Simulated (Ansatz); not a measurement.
Saddle point of Si2H5ClO, closed shell (Si₂H₅ClO ([OH][SiH]([SiH3])[Cl]) → Si₂H₄O ([O][SiH][SiH3]) + HCl; bonds formed: Cl2–H4; bonds broken: Si1–Cl2, O3–H4), PBE0-D4/def2-TZVP structure:

```xyz
9
angstrom
Si -0.8577 -0.8086 -0.4907
Cl 0.6025 2.0007 -1.2721
O -1.1352 -0.0455 -1.8127
H -0.3903 0.9655 -1.7333
H -1.6215 -2.0735 -0.3217
Si 0.6539 -0.0642 1.1481
H 0.1765 1.2154 1.7091
H 2.0182 -0.0607 0.5830
H 0.5536 -1.1292 2.1902
```

Energies are electronic, without zero-point energy. Barriers and step energies count from the start structure reached by relaxing down the imaginary mode; all methods use the PBE0-D4 structures, on which another method's saddle can fall below an end. Computed with Ansatz 0.2.0 (basis: def2-TZVPP, with def2-QZVPP for the basis limit); correlated methods freeze the cores. B3LYP uses VWN-RPA correlation. Extrapolation: Hartree–Fock as exp(−7.88 √X), correlation as X^−2.97.

```json
{"method": "SPW92", "barrier (kJ/mol)": "220.9", "step energy (kJ/mol)": "229.3"}
{"method": "PBE-D4", "barrier (kJ/mol)": "226.2", "step energy (kJ/mol)": "224.3"}
{"method": "BLYP-D4", "barrier (kJ/mol)": "217.9", "step energy (kJ/mol)": "210.2"}
{"method": "r2SCAN-D4", "barrier (kJ/mol)": "246.5", "step energy (kJ/mol)": "244.3"}
{"method": "B97M-V", "barrier (kJ/mol)": "257.7", "step energy (kJ/mol)": "248.6"}
{"method": "PBE0-D4", "barrier (kJ/mol)": "253.3", "step energy (kJ/mol)": "251.4"}
{"method": "B3LYP-D4", "barrier (kJ/mol)": "241.4", "step energy (kJ/mol)": "234.4"}
{"method": "r2SCAN0-D4", "barrier (kJ/mol)": "?", "step energy (kJ/mol)": "262.6"}
{"method": "BHLYP-D4", "barrier (kJ/mol)": "269.7", "step energy (kJ/mol)": "262.7"}
{"method": "CAM-B3LYP-D4", "barrier (kJ/mol)": "?", "step energy (kJ/mol)": "245.2"}
{"method": "wB97X-V", "barrier (kJ/mol)": "262.1", "step energy (kJ/mol)": "255.6"}
{"method": "wB97M-V", "barrier (kJ/mol)": "255.7", "step energy (kJ/mol)": "251.1"}
{"method": "B2PLYP", "barrier (kJ/mol)": "?", "step energy (kJ/mol)": "238.8"}
{"method": "PBE-QIDH", "barrier (kJ/mol)": "266.3", "step energy (kJ/mol)": "261.7"}
{"method": "RPA on PBE", "barrier (kJ/mol)": "249.2", "step energy (kJ/mol)": "234.7"}
{"method": "HF", "barrier (kJ/mol)": "306.3", "step energy (kJ/mol)": "291.2"}
{"method": "MP2", "barrier (kJ/mol)": "253.7", "step energy (kJ/mol)": "244.1"}
{"method": "CCSD", "barrier (kJ/mol)": "268.3", "step energy (kJ/mol)": "256.0"}
{"method": "CCSD(T)", "barrier (kJ/mol)": "257.7", "step energy (kJ/mol)": "246.1"}
```

(1) Fill in the withheld barriers. (Judge from chemistry; the value comes from the calculation.)

T1 diagnostic: at most 0.020.

Results:

(1) Computed: r2SCAN0-D4 264.3; CAM-B3LYP-D4 252.1; B2PLYP 248.7 kJ/mol. Each is the energy of the saddle less that of the start structure, by the same method.

For comparison, the barrier by CCSD(T) at an estimated basis limit (MP2 extrapolated from triple and quadruple zeta, plus CCSD(T) − MP2 in triple zeta) is 257.5 kJ/mol.

Labels in which every atom is bracketed show which atoms are joined, not bond orders.

For scale, one of the runs: CCSD(T)/def2-TZVPP, 227 basis functions, launched by `ansatz run in.yaml --threads 4 --pin off --events-out ev --progress --plain --max-ram 9574MiB`. Time: 96 s of wall clock on 4 CPU threads of an Intel Xeon; the host was shared. Peak host memory: 3.4 GiB.
